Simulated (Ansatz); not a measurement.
Reaction (SMILES): Cl[Si]Cl (closed-shell singlet) → 2 Cl atom + Si atom
B3LYP-D3(BJ)/def2-TZVP geometries, fixed; electronic energies without zero-point terms.
Largest species:
```xyz
3

Si    -0.0165     0.0173     0.9364
Cl     1.0611     1.2272    -0.3899
Cl    -1.0475    -1.2415    -0.3813
```

The atomisation energy at MP2 with Ansatz (a quantum-chemistry and plane-wave program), in kcal/mol, split into its Hartree-Fock and correlation parts. Cores are frozen. A restricted Hartree-Fock determinant is unstable towards unrestricted orbitals. Open shells are unrestricted. No added dispersion term, no relativity. Functions are those of the species that has most.

```json
[
 {"basis": "cc-pV(D+d)Z", "X": "2", "functions": "69", "Hartree-Fock": "138.61", "MP2": "188.90"},
 {"basis": "cc-pV(T+d)Z", "X": "3", "functions": "117", "Hartree-Fock": "144.83", "MP2": "206.77"},
 {"basis": "cc-pV(Q+d)Z", "X": "4", "functions": "192", "Hartree-Fock": "145.13", "MP2": "213.03"},
 {"basis": "cc-pV(5+d)Z", "X": "5", "functions": "300", "Hartree-Fock": "145.26", "MP2": "215.68"}
]
```

Worked estimate of the basis-set limit from each neighbouring pair, with Hartree-Fock from the larger set and the correlation part extrapolated as X^-3.
Correlation parts: X = 2: 50.29, X = 3: 61.94, X = 4: 67.90, X = 5: 70.42.
- (2,3): (27·(61.94) - 8·(50.29))/19 = 66.85; with Hartree-Fock 144.83 the estimate is 211.68 kcal/mol.
- (3,4): (64·(67.90) - 27·(61.94))/37 = 72.25; with Hartree-Fock 145.13 the estimate is 217.38 kcal/mol.
- (4,5): (125·(70.42) - 64·(67.90))/61 = 73.06; with Hartree-Fock 145.26 the estimate is 218.32 kcal/mol.
The last two estimates differ by 0.94 kcal/mol; the largest set lies 2.64 from the last. Over the last step Hartree-Fock moves by 0.13 and the correlation part by 2.52.
